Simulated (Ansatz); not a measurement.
Energy landscape of H₂Be, singlet: symmetric bend, bond length relaxed. Scanned: H-Be-H angle. Other coordinates (Be-H bond length) were minimised at B3LYP/def2-TZVP.

Calculation: full CI/cc-pVDZ, frozen core run with Ansatz (a quantum-chemistry and plane-wave program).

Scanned values (°): 180, 169.47, 159.43, 147.98, 141.81, 130.17, 118.21, 111.48, 97.73, 92.16, 80.85, 67.71, 60.

Q: Describe the profile: where are the wells and the tops?

A: Lower than their neighbours: 180° (0.0 kcal/mol, end of the scan). Higher than their neighbours: 60° (90.3 kcal/mol, end of the scan). The whole profile spans 90.3 kcal/mol.
